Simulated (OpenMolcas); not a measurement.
# What dynamic correlation does to the levels of Fe2+

- Program: OpenMolcas
- Basis: ANO-L-VTZP [6s5p3d2f1g]
- Scalar Hamiltonian: non-relativistic, point nucleus
- Active space: 6 electrons in 6 orbitals (3d 4s)
- State averaging: 2S+1 = 5 even, 30 roots; 2S+1 = 7 even, 1 root kept (CI in the orbitals of an earlier block); 2S+1 = 3 even, 121 roots kept (CI in the orbitals of an earlier block, 98 in the spin-orbit step); 2S+1 = 1 even, 89 roots kept (CI in the orbitals of an earlier block, 69 in the spin-orbit step)
- Spin-orbit coupling: RASSI with atomic mean-field integrals over the reference wave functions, term energies averaged over their components

Methods on the same reference wave functions:
A. CASSCF
B. SS-CASPT2, IPEA 0.25 Eh, imaginary shift 0.1 Eh (closed shells correlated: 3s 3p)
C. MS-CASPT2, IPEA 0.25 Eh, imaginary shift 0.1 Eh (closed shells correlated: 3s 3p)

Energies in eV above 3d6 5D4, the measured ground level; measured values from Corliss and Sugar, J. Phys. Chem. Ref. Data 11, 135 (1982).

```
     Level       A       B       C  Measured
   3d6 5D4  0.0000  0.0000  0.0000    0.0000
   3d6 5D3  0.0599  0.0604  0.0604    0.0541
   3d6 5D2  0.1025  0.1025  0.1025    0.0916
   3d6 5D1  0.1300  0.1294  0.1294    0.1156
   3d6 5D0  0.1436  0.1426  0.1426    0.1274
3d5 4s 7S3  1.5591   3.414   3.414    3.7305
   3d6 3H6  2.9643   2.514   2.514    2.4860
   3d6 3H5  2.9961   2.543   2.543    2.5170
   3d6 3H4  3.0200   2.562   2.562    2.5394
3d5 4s 5S2  3.2363   4.717   4.717    5.0833
3d6 3P2(1)  3.2452   2.357   2.357    2.4059
3d6 3F4(1)  3.3970   2.657   2.657    2.6610
3d6 3P1(1)  3.4223   2.536   2.536    2.5650
3d6 3F3(1)  3.4306   2.688   2.688    2.6904
3d6 3F2(1)  3.4554   2.709   2.709    2.7099
3d6 3P0(1)  3.4976   2.610   2.610    2.6295
   3d6 3G5  3.7472   3.054   3.054    3.0449
   3d6 3G4  3.8030   3.107   3.107    3.0923
   3d6 3G3  3.8291   3.131   3.131    3.1173
   3d6 1I6  4.4676   3.807   3.807    3.7637
3d6 1G4(1)  4.7148   3.822   3.821    3.8294
   3d6 3D1  4.8528   3.794   3.794          
   3d6 3D2  4.8573   3.795   3.795          
   3d6 3D3  4.8735   3.814   3.814    3.8259
```

Deviations, from unrounded energies. A percentage is the sum of absolute deviations over the sum of measured energies, with the sign that they share, or ± where signs differ.

| Against measurement | Levels | A | B | C |
| --- | --- | --- | --- | --- |
| mean absolute deviation (cm-1) | 21 | 5800 | 390 | 390 |
| fine structure of the ground term (%) | 4 | +12.2 | +11.9 | +11.9 |
| other terms of the ground configuration (%) | 15 | +25.0 | ±0.6 | ±0.6 |
| other configurations (%) | 2 | -45.6 | -7.7 | -7.7 |

B, C lie about equally close to measurement and A furthest from it. The largest miss of B in the table is 3d5 4s 5S2, by -3000 cm-1. The ranking rests on the paired levels alone, and a cruder setting can come out closer through cancelling errors.

Between B and C the level of the table that moves most is 3d6 1G4(1), by 16 cm-1 (lowest in C, highest in B). Moves below CASPT2's spread within the term are not significant.

The two smallest mean deviations differ by little beside CASPT2's spread within terms, so their order carries little weight.

From A to B the spin-free energies of the other terms of 3d6 shown, above 5D, scale by factors of 0.73 to 0.85, as is usual when dynamic correlation screens the repulsion within a d or f shell.

The lowest spin-free term lies below A's lowest term by 0.465 hartree in B, 0.465 hartree in C.

CASPT2 breaks the degeneracy within a term, and the mean is taken; among the terms shown or strongly mixed into the levels shown the widest spread is 2100 cm-1 (3d6 1I, C). Over all roots computed the reference weight is 0.89 to 0.94 in B, 0.89 to 0.94 in C; the roots of lowest weight are the least certain, and an intruder state may touch them. Some high roots are left out of the spin-orbit mixing, which shifts the levels that they would mix with. Terms from blocks run as CI alone lack orbitals of their own. A single d shell beside an s shell can misplace configurations of different d count against each other. Without dynamic correlation excited terms often stand tens of per cent too high (terms of higher spin than the ground term too low), and those without a measured partner can miss by more than the paired ones (holds for A). The CASPT2 spread within a term exceeds the gap to the next term for 3d6 1I and 3d6 1G(1), 3d6 1G(1) and 3d6 3D, so the order of their levels is uncertain (holds for B; C). Blocks of more than 70 roots (2S+1 = 3 even) ran without multistate coupling (holds for C). Measured partners are found by configuration, term and J. A level has none where our copy of the source lacks it or the pairing is in doubt (some pairs that miss far off the trend of their configuration count as doubtful), and it then counts in no deviation. Only configurations of the active space appear. Levels that lie high or do not pair safely by name in every column are left out.

A number in round brackets counts repeated terms of one configuration in the order of the reference energies.
